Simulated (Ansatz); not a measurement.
Reaction (cleavage of the Si–Sn bond): `O[SiH2][SnH2][OH]` + `N[SiH2][AlH2]` → `O[SiH2]N[SiH2][AlH2]` + `[OH][SnH3]`

Isolated molecules relaxed with PBE0-D4/def2-TZVP in Ansatz; ΔE leaves out vibrations. CBS: MP2 limit from def2 TZ/QZ plus the TZ coupled-cluster correction, frozen cores. Functionals use def2-TZVPP. B3LYP here is the variant with VWN-RPA as its local correlation; programs differ in this. Elements past krypton have def2 core potentials. For Sn outer-core shells are correlated without core-valence functions, which leaves a few kJ/mol of doubt a bond. Each species was taken in one conformer, which may not be the lowest.

```
             level  ΔE (kJ/mol)  difference from CCSD(T)/CBS
            PBE-D4        -45.8                         15.4
           PBE0-D4        -52.7                          8.5
          B3LYP-D4        -59.9                          1.3
               PBE        -43.4                         17.8
     HF/def2-TZVPP        -75.4                        -14.2
SCS-MP2/def2-TZVPP        -70.9                         -9.7
   CCSD/def2-TZVPP        -68.3                         -7.1
    MP2/def2-QZVPP        -65.9                         -4.7
      HF/CBS(def2)        -76.4                        -15.2
    CCSD/CBS(def2)        -61.9                         -0.7
       CCSD(T)/CBS        -61.2                            0
```

Largest T1 diagnostic among the species: 0.014.

From PBE to PBE0 (25 % exact exchange), in def2-TZVPP and without D4, ΔE moves by −7.2 kJ/mol. In def2-TZVPP, CCSD(T) changes the Hartree–Fock value by +7.8 kJ/mol (the triples alone add +0.7 kJ/mol) and MP2 by +6.1 kJ/mol.
